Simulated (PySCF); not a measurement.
## Static response to an electric field

Species: ClFH7PSi3.
Cartesian coordinates in Å at the GFN2-xTB level; atoms count from 1:
```xyz
13
ClFH7PSi3 angstrom
F      0.1924    2.8915   -1.1075
Si    -0.6867    1.7943   -0.3299
P      0.0174   -0.1860   -1.0473
Si     1.9976   -0.3765   -0.0225
Si    -1.3335   -1.5323    0.0986
Cl    -1.3126   -1.2264    2.0911
H     -0.4474    2.1011    1.0737
H     -2.0593    2.0118   -0.7587
H      1.8896   -0.2475    1.4341
H      2.4954   -1.7069   -0.3714
H      2.8471    0.6803   -0.5636
H     -2.6974   -1.2980   -0.3649
H     -0.9070   -2.9051   -0.1494
```

Level: PBE0/def2-SVPD (PySCF), static field, nuclei fixed, core orbitals frozen in the response. The polarisability tensor in these axes (au):

```
x   127.69   0.94  -3.02
y     0.94 122.00  -4.75
z    -3.02  -4.75 110.24
```

Problem. What are the eigenvalues, a third of the trace, and Δα (Δα² = ½Σ(αi − αj)² over the three pairs)?

Solution. Principal values 108.23, 122.98 and 128.72 au; mean 119.98 au = 17.78 Å³ = 19.78 × 10⁻⁴⁰ C²·m²/J; Δα = 18.31 au (15 % of the mean).

Problem. What is the dipole moment, and where does it point?

Solution. (-0.20, -1.26, 0.28) D, 1.31 D in size, pointing from the negative to the positive side. Measured along this direction, the outermost atoms are F1 at the negative end and H13 at the positive end.

Problem. Sum over states: ᾱ = Σ f/ω², ω in Eh. What share falls to these 6 lowest TDDFT singlets (eV, f)? 5.36, 0.0093; 5.86, 0.0412; 6.04, 0.0295; 6.23, 0.0528; 6.52, 0.0422; 6.69, 0.0169.

Solution. They add up to 3.75 au, 3.1 % of the 119.98 au; the largest single term is 1.01 au, from the state at 6.23 eV. Terms in order: 0.24, 0.89, 0.60, 1.01, 0.73, 0.28 au. Higher excitations give the rest. The strengths listed sum to 0.192.

Problem. Traceless (Buckingham) quadrupole moment about the centre of nuclear charge: eigenvalues?

Solution. -10.53, 2.41, 8.12 D·Å. The values depend on the origin, since the dipole doesn't vanish. The electronic extent ⟨r²⟩ about the same centre is 1790 bohr², a root-mean-square distance of 2.36 Å for the 90 electrons.

Problem. In a dilute gas of rigid molecules at 400 K, how does the orientational term μ²/3kT compare with the electronic polarisability?

Solution. In Gaussian units μ²/3kT = 10.31 Å³ against 17.78 Å³, a ratio of 0.58; the Debye molar polarisation (4π/3)N_A(α + μ²/3kT) is 70.9 cm³/mol, leaving out the vibrational part.

Problem. What molar refraction does this α imply?

Solution. Lorentz–Lorenz: R = (4π/3)N_A α = 2.5225 cm³/(mol·Å³) × 17.78 Å³ = 44.8 cm³/mol, in the limit of long wavelengths.

Isolated species at its GFN2-xTB geometry (one conformer only).
